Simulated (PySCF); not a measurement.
# [CrCl5]2-: what the settings change

[CrCl5]2-: Cr(III) (d3), charge -2. The structure is a PBE0-D3(BJ)/def2-TZVP, IEF-PCM water geometry optimised for multiplicity 4; coordination square pyramidal, point group C4v, metal–donor distances 2.25–2.33 Å.

```
6

Cr    0.000    0.000    0.000
Cl    2.298    0.000   -0.353
Cl   -2.298    0.000   -0.353
Cl    0.000    0.000    2.249
Cl    0.000   -2.298   -0.353
Cl    0.000    2.298   -0.353
```

Method (PySCF 2.14, density fitting): CASSCF(3,5) with orbitals averaged over all microstates of the shell, strongly contracted NEVPT2 on the averaged canonical orbitals; basis x2c-TZVPall on the metal, x2c-SVPall elsewhere; spin-free X2C; IEF-PCM water; spin-orbit coupling by state interaction with the mean-field operator over all roots.

Base run: NEVPT2 ground state 4B1, next 4E at 8468, then 4A2 at 15011 cm⁻¹, B(CASSCF) 974, ζ 235 cm⁻¹, D 1.08 cm⁻¹, g 1.943 1.943 1.971, μeff(300 K) 3.83 μB.

Q: What happens with the basis x2c-TZVPall on all atoms?

A: NEVPT2 ground state 4B1, next 4E at 8313, then 4A2 at 14758 cm⁻¹, B(CASSCF) 974, ζ 234 cm⁻¹, D 1.09 cm⁻¹, g 1.942 1.942 1.970, μeff(300 K) 3.83 μB. It took 22 s against 9.4 s on a shared host of the same kind.

No frequencies were computed for the optimised geometry. Charge-transfer states lie outside this active space and may come lower than some of these levels. NEVPT2 lifts 4E from 6894 to 8468 cm⁻¹; on the d shell alone such lifts tend to overshoot. NEVPT2 on the d shell alone tends to put d–d bands too high for such charged or covalently bound ions.
